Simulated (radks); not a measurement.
Values are calculated unless marked as measured or tabulated.
The neodymium ion Nd+ inside a hard spherical wall (all orbitals vanish at R), configuration held at [Xe] 4f4 6s1 and not refilled when levels cross. Code: a radial shooting solver on a logarithmic mesh with Libxc functionals. Model: scalar-relativistic Kohn-Sham, LDA (Slater exchange, VWN5 correlation), spin-polarised, spherical densities, finite nucleus; open shells are filled with parallel spins first (spin-orbit coupling, left out, can overturn this in heavy ions); Fermi nuclear charge, rms radius 4.9123 fm. Eigenvalues in eV for spin up, with the zero of energy where the potential of the charges vanishes at infinity; a dash marks a level that is unbound or too diffuse for the functional's potential to be trusted. A positive occupied level is held by the wall or, in an anion where self-interaction has pushed it up, behind a barrier. The pressure on the wall is -dE/dV.

R (bohr)  E (hartree)  kinetic (hartree)    e(5s)    e(5p)   e(6s)   e(4f)  e(5d, empty)  e(6p, empty)  pressure (GPa)
free       -9616.4801          10231.312  -47.250  -28.701  -8.776  -8.735        -7.879        -5.621               0
20         -9616.4801          10231.312  -47.250  -28.701  -8.776  -8.735        -7.879        -5.621        < 0.0001
12         -9616.4801          10231.312  -47.248  -28.698  -8.774  -8.732        -7.877        -5.607        0.000640
6          -9616.4332          10231.586  -46.366  -27.862  -7.074  -7.825        -6.916        -2.289            3.40
3.5        -9615.3975          10236.209  -40.130  -21.575  16.121  -0.343         3.050        28.970             321
3          -9614.0081          10242.025  -34.490  -15.200  38.700   6.471        12.589        55.830            1130
2.5        -9610.2076          10256.502  -21.902   -0.304  87.529  20.122        33.583        110.96            4650
2          -9598.3766          10297.051   11.736   39.664  204.05  49.054        85.802        237.03           24200
1.5        -9552.4749          10441.725   131.32   175.55  534.75  122.48        243.53        581.57          188000
